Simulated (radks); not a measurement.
Values are calculated unless marked as measured or tabulated.
Task: The mean radii <r> (bohr) of the occupied orbitals of an atom or ion are listed with their occupations. Code: a radial shooting solver on a logarithmic mesh with Libxc functionals. Model: scalar-relativistic Kohn-Sham, RPBE, spin-polarised, spherical densities, finite nucleus; Fermi nuclear charge, rms radius of each element as measured or else 0.836 A^(1/3) + 0.57 fm.

orbital  occ.     <r>
1s          2  0.3284
2s          2   1.780

Name the element and its charge. Open shells, if any, are filled with parallel spins first.

Result: Z = 5, boron, charge +1: B+ in [He] 2s2. The 1s radius gives Z: for a bare nucleus <r> = (2 gamma + 1)/(2Z) with gamma = sqrt(1 - (Z/c)^2), 0.2999 bohr for Z = 5, and screening makes it slightly larger (0.3284 here). The occupations add up to 4, and the charge is Z minus that.
